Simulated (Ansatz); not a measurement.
Program: Ansatz. Geometries: PBE0-D4/def2-TZVP. ΔE: electronic, gas phase. CCSD(T)/CBS is the MP2 limit (def2-TZVPP, def2-QZVPP) plus CCSD(T) − MP2 in def2-TZVPP, frozen cores. This one scheme is used for every species. Functionals use def2-TZVPP. B3LYP here is the variant with VWN-RPA as its local correlation; programs differ in this. Each species was taken in one conformer, which may not be the lowest.

Reaction (ligand exchange at the Al–C bond): `C=[C](C)[AlH][CH3]` + `[NH2][AlH2]` → `[CH3][AlH][NH][AlH2]` + `C=CC`

`C=[C](C)[AlH][CH3]`:

Cartesian coordinates in Å:
```
C -2.138 -0.550 -0.129
C -0.903 -0.176 0.225
C -0.589 0.171 1.651
Al 0.401 -0.126 -1.227
C 2.259 0.386 -0.907
H -2.955 -0.617 0.591
H -2.389 -0.807 -1.155
H 0.200 -0.475 2.051
H -0.212 1.195 1.737
H -1.464 0.077 2.301
H -0.135 -0.533 -2.669
H 2.837 0.504 -1.826
H 2.765 -0.371 -0.297
H 2.323 1.323 -0.345
```

`[NH2][AlH2]`:

```xyz
6

N    -0.453   -0.150   -0.807
Al    0.401    0.133    0.713
H    -0.910   -1.012   -1.060
H    -0.554    0.527   -1.546
H     0.457   -1.052    1.762
H     1.060    1.554    0.938
```

`[CH3][AlH][NH][AlH2]`:

```xyz
11

C     0.119    1.298   -1.386
Al   -0.957    0.771    0.148
N    -0.502   -0.661    1.123
Al    0.856   -1.804    0.961
H    -0.481    1.297   -2.302
H     0.494    2.320   -1.266
H     0.978    0.642   -1.547
H    -2.259    1.565    0.597
H    -1.126   -0.852    1.899
H     1.882   -1.578   -0.225
H     0.995   -2.997    1.997
```

`C=CC`:

Cartesian coordinates in Å:
```
C 0.995 0.951 -0.156
C 0.237 0.072 0.484
C -0.851 -0.734 -0.137
H 0.864 1.146 -1.216
H 1.773 1.508 0.353
H 0.407 -0.088 1.547
H -0.658 -1.805 -0.026
H -1.812 -0.537 0.350
H -0.955 -0.512 -1.201
```

Question: Is it downhill or uphill in electronic energy at CCSD(T)/CBS, and by how much? (An estimate is asked.)

Answer: The calculation gave: Downhill: ΔE = -23.6 kcal/mol.

Question: What do these levels give: PBE-D4, PBE0-D4, B3LYP-D4, PBE, MP2/def2-QZVPP, HF/CBS(def2)? (Best estimate.)

Answer: Computed: PBE-D4 -21.9, PBE0-D4 -22.5, B3LYP-D4 -23.4, PBE -22.1, MP2/def2-QZVPP -23.8, HF/CBS(def2) -25.2 kcal/mol.

Largest T1 diagnostic among the species: 0.011.

In def2-TZVPP, CCSD(T) changes the Hartree–Fock value by +1.2 kcal/mol (the triples alone add +0.3 kcal/mol) and MP2 by +1.2 kcal/mol.
